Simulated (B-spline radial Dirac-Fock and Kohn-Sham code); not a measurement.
What relativity does to the binding energies of Rh³³⁺

System: Rh³³⁺, configuration [Ne] 3s2.

Both columns are ΔSCF binding energies of the configuration average from a radial B-spline solver: non-relativistic Hartree-Fock with a point nucleus, and Dirac-Fock with a finite nucleus and the Coulomb interaction alone, averaged over the two j levels with weights 2j+1.

```tsv
shell	Hartree-Fock (eV)	Dirac-Fock (eV)	shift (eV)	shift (%)
1s	24535.8	25213.8	+677.96	+2.76
2s	5056.1	5233.1	+176.95	+3.50
2p	4823.2	4881.3	+58.12	+1.21
3s	2006.1	2058.1	+52.02	+2.59
```

Relativity binds 1s, 2s, 2p, 3s more strongly, among those listed most of all 2s in relative terms.

Values without a named source are computed, but for edge energies of neutral atoms, which are taken from tables.
